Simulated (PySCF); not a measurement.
Correlation energy of Ar(2+) (argon, charge +2)

[Ne] 3s1 3p4 4s1, high-spin 5P determinant (an excited configuration). All numbers are calculated (PySCF 2.14, no relativity, point nucleus, in aug-cc-pwCVTZ (8s7p5d3f, 75 functions)). Frozen: [Ne]; 6 electrons correlated.

```tsv
level	correlation energy (mhartree)
CCSD	-175.41
(T)	-33.20
CCSD(T)	-208.61
```

Diagnostics: T1 = 0.021, D1 = 0.0656, largest double amplitude 0.605.

Is a single reference adequate?

Not fully. The outer electron is Rydberg-like, and this basis confines it to a smaller radius and binds it less than a complete one would. A double-excitation amplitude exceeds 0.15, a sign of near-degeneracy.
